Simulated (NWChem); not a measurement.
System: AlH$_{2}$OF; SMILES [F][AlH][OH]

NWChem printed, in part:

```
             Northwest Computational Chemistry Package (NWChem) 7.3.0
             --------------------------------------------------------

                             Geometry "geometry" -> ""
                             -------------------------

 Output coordinates in angstroms (scale by  1.889725989 to convert to a.u.)

  No.       Tag          Charge          X              Y              Z
 ---- ---------------- ---------- -------------- -------------- --------------
    1 Al                  13.0000    -0.48033100     0.04755000     0.00000000
    2 H                    1.0000    -2.02774300    -0.18710300     0.00000000
    3 F                    9.0000     0.56427300    -1.24757800     0.00000000
    4 O                    8.0000     0.13059900     1.62281100     0.00000000
    5 H                    1.0000     1.04905600     1.89538300     0.00000000

 Effective nuclear repulsion energy (a.u.)      99.4334569322

                                 NWChem DFT Module
                                 -----------------

 Summary of "ao basis" -> "ao basis" (spherical)
 ------------------------------------------------------------------------------
       Tag                 Description            Shells   Functions and Types
 ---------------- ------------------------------  ------  ---------------------
 Al                        def2-tzvp                13       37   5s5p2d1f
 H                         def2-tzvp                 4        6   3s1p
 F                         def2-tzvp                11       31   5s3p2d1f
 O                         def2-tzvp                11       31   5s3p2d1f

            General Information
            -------------------
          SCF calculation type: DFT
          Wavefunction type:  closed shell.
          No. of atoms     :     5
          No. of electrons :    32
           Alpha electrons :    16
            Beta electrons :    16
          Charge           :     0
          Spin multiplicity:     1
          Use of symmetry is: off; symmetry adaption is: off
          Maximum number of iterations: 150
          AO basis - number of functions:   111
                     number of shells:    43
          Convergence on energy requested:  1.00D-06
          Convergence on density requested:  1.00D-05
          Convergence on gradient requested:  5.00D-04

              XC Information
              --------------
                         PBE0 Method XC Functional
                     Hartree-Fock (Exact) Exchange  0.250
          PerdewBurkeErnzerhof Exchange Functional  0.750
            Perdew 1991 LDA Correlation Functional  1.000 local
           PerdewBurkeErnz. Correlation Functional  1.000 non-local

[...]

                                NWChem TDDFT Module
                                -------------------

            General Information
            -------------------
           No. of orbitals :     222
            Alpha orbitals :     111
             Beta orbitals :     111
        Alpha frozen cores :       0
         Beta frozen cores :       0
     Alpha frozen virtuals :       0
      Beta frozen virtuals :       0
         Spin multiplicity :       1
    Number of AO functions :     111
        Use of symmetry is : off
      Symmetry adaption is : off
         Schwarz screening :  0.10D-07

              XC Information
              --------------
                  PBE0 Method XC Functional
              Hartree-Fock (Exact) Exchange   0.25
   PerdewBurkeErnzerhof Exchange Functional   0.75
     Perdew 1991 LDA Correlation Functional   1.00 local
    PerdewBurkeErnz. Correlation Functional   1.00 non-local

             TDDFT Information
             -----------------
          Calculation type : Tamm-Dancoff TDDFT
         Wavefunction type : Restricted singlets
          No. of electrons :      32
           Alpha electrons :      16
            Beta electrons :      16
              No. of roots :       6
          Max subspacesize :    5200
            Max iterations :     100
               Target root :       1
           Target symmetry : none
             Energy Cutoff :-0.53D+02
      Symmetry restriction : off
                 Algorithm : Optimal
        Davidson threshold :  0.10D-03

    6 smallest eigenvalue differences (eV)
--------------------------------------------------------
  No. Spin  Occ  Vir  Irrep   E(Occ)    E(Vir)   E(Diff)
--------------------------------------------------------
    1    1    1   17 a       -56.165    -0.017  1527.877
    2    1    1   18 a       -56.165    -0.010  1528.075
    3    1    1   19 a       -56.165     0.041  1529.453
    4    1    1   20 a       -56.165     0.085  1530.647
    5    1    1   21 a       -56.165     0.123  1531.698
    6    1    1   22 a       -56.165     0.155  1532.547
--------------------------------------------------------

  Entering Davidson iterations
  Restricted singlet excited states

  Iter   NTrls   NConv    DeltaV     DeltaE      Time
  ----  ------  ------  ---------  ---------  ---------
    1      6       0     0.49E-01   0.10+100       10.7
    2     12       0     0.77E-02   0.62E-02       10.7
    3     18       0     0.24E-02   0.10E-03       10.6
    4     24       5     0.14E-03   0.58E-06       10.6
    5     25       6     0.61E-04   0.19E-08        9.2
  ----  ------  ------  ---------  ---------  ---------
  Convergence criterion met

  Ground state a        -418.621801468025 a.u.

  ----------------------------------------------------------------------------
  Root   1 singlet a             56.058210245 a.u.             1525.4222 eV
  ----------------------------------------------------------------------------
     Transition Moments    X -0.00000   Y  0.00000   Z  0.01209
     Dipole Oscillator Strength                    0.0054671251
     Electric Quadrupole                           0.0001151160
     Magnetic Dipole                               0.0001880451
     Total Oscillator Strength                     0.0057702862

[...]
```

Level: PBE0/def2-TZVP, restricted-window TDA. The geometry was optimised at PBE0/def2-SVP. The quadrupole and magnetic terms of the printed total strengths depend on the origin.

Which NWChem input produces such a log?

Several could match; the one computed here: the input that was run:
```
start job
memory heap 200 mb stack 900 mb global 1100 mb
geometry units angstroms noautosym nocenter noautoz
  Al    -0.480331     0.047550     0.000000
  H     -2.027743    -0.187103     0.000000
  F      0.564273    -1.247578     0.000000
  O      0.130599     1.622811     0.000000
  H      1.049056     1.895383     0.000000
end
basis spherical
  * library def2-tzvp
end
dft
  xc pbe0
  iterations 150
end
tddft
  cis
  ecut -53.0
  nroots 6
  notriplet
end
task tddft energy
```
